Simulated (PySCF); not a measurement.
Computed shifts of a molecule C₅H₇F, HF/pcSseg-1 (PySCF), GIAO, gas phase, atoms alike by connectivity averaged where their shifts nearly agree, in ppm (number of nuclei): ¹³C: 171.6 (1), 142.4 (1), 127.6 (1), 99.1 (1), 20.2 (1). ¹⁹F: -99.5 (1). ¹H: 6.24 (1), 5.81 (1), 5.38 (1), 4.94 (1), 2.17 (3). References: ¹³C against TMS (σ = 192.6 ppm); ¹⁹F against CFCl3 (σ = 238.5 ppm); ¹H against TMS (σ = 31.99 ppm), references at their B3LYP-D3(BJ)/def2-TZVP geometries, non-relativistic. Geometry: PBE0-D3(BJ)/def2-SVP. Other conformers were not sampled.

Q: Which molecule gave these data?
A) C=C(C)C(=C)F
B) FC1=CCCC1
C) F/C=C\C1CC1
D) F[C@H]1C=CCC1

A: A, C=C(C)C(=C)F
